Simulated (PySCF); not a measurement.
Molfile (atoms numbered from 1):
```
C6H6ClNSi
     RDKit          3D

 15 15  0  0  0  0  0  0  0  0999 V2000
   -0.8503    2.7804   -0.7907 C   0  0  0  0  0  0  0  0  0  0  0  0
   -0.2350    1.7895   -0.4989 C   0  0  0  0  0  0  0  0  0  0  0  0
    0.4940    0.6394   -0.1676 C   0  0  0  0  0  0  0  0  0  0  0  0
    1.8531    0.4621   -0.0912 C   0  0  0  0  0  0  0  0  0  0  0  0
    2.0720   -0.8814    0.2792 C   0  0  0  0  0  0  0  0  0  0  0  0
    0.8495   -1.4678    0.4133 C   0  0  0  0  0  0  0  0  0  0  0  0
   -0.1347   -0.5526    0.1447 N   0  0  0  0  0  0  0  0  0  0  0  0
   -1.8691   -0.7583    0.1754 Si  0  0  0  0  0  4  0  0  0  0  0  0
   -2.2230   -2.6573    0.7087 Cl  0  0  0  0  0  0  0  0  0  0  0  0
   -1.3778    3.6515   -1.0417 H   0  0  0  0  0  0  0  0  0  0  0  0
    2.5997    1.2090   -0.2785 H   0  0  0  0  0  0  0  0  0  0  0  0
    3.0244   -1.3508    0.4286 H   0  0  0  0  0  0  0  0  0  0  0  0
    0.5960   -2.4737    0.6825 H   0  0  0  0  0  0  0  0  0  0  0  0
   -2.3851   -0.5239   -1.1683 H   0  0  0  0  0  0  0  0  0  0  0  0
   -2.4180    0.1420    1.1825 H   0  0  0  0  0  0  0  0  0  0  0  0
  1  2  3  0
  2  3  1  0
  3  4  2  0
  4  5  1  0
  5  6  2  0
  6  7  1  0
  7  8  1  0
  8  9  1  0
  7  3  1  0
  1 10  1  0
  4 11  1  0
  5 12  1  0
  6 13  1  0
  8 14  1  0
  8 15  1  0
M  END
```

[PySCF 2.14: NMR shieldings at PBE0/pcSseg-1/GIAO; coordinates at the GFN2-xTB level; isolated molecule; equivalent nuclei averaged; no relativistic terms; one computed conformer]

Scale: $^{13}$C (186.93 ppm) against TMS (reference shieldings calculated alike).

**Question.** Do the $^{13}$C shifts follow the atomic charges (in e)? Tabulate both.

**Answer.** 
```csv
atoms,hybridisation,δ (ppm),σ para (ppm),Hirshfeld,IAO,Mulliken,ESP-fitted
C4,sp2,130.4,-196,-0.07,-0.19,-0.15,-0.29
C6,sp2,129.3,-190,-0.02,-0.09,+0.16,-0.22
C3,sp2,119.3,-184,+0.02,+0.03,+0.16,+0.22
C5,sp2,118.1,-188,-0.09,-0.21,-0.14,-0.24
C1,sp,92.5,-165,-0.10,-0.24,-0.37,-0.34
C2,sp,80.4,-138,-0.05,-0.05,+0.40,-0.14
```

Correlation coefficients of δ with charge over these carbons: Hirshfeld +0.29, IAO -0.02, Mulliken -0.18, ESP-fitted +0.08; with the paramagnetic shielding -0.97. Among the 4 sp2 carbons alone: Hirshfeld -0.14, IAO -0.20, Mulliken -0.02, ESP-fitted -0.54. With so few points, grouped by hybridisation, these coefficients are fragile. Charge is one influence among several: hybridisation and low-lying excitations act through the paramagnetic term.

Shifts are as computed. Against solution values, carbons near 30 ppm lie about +3 ppm off and those near 130 ppm about +5 ppm. Of 1211 compounds with measured shifts, 218 miss one by over three times the rms of a fit or turn the order of signals round; such compounds aren't used in these exercises.
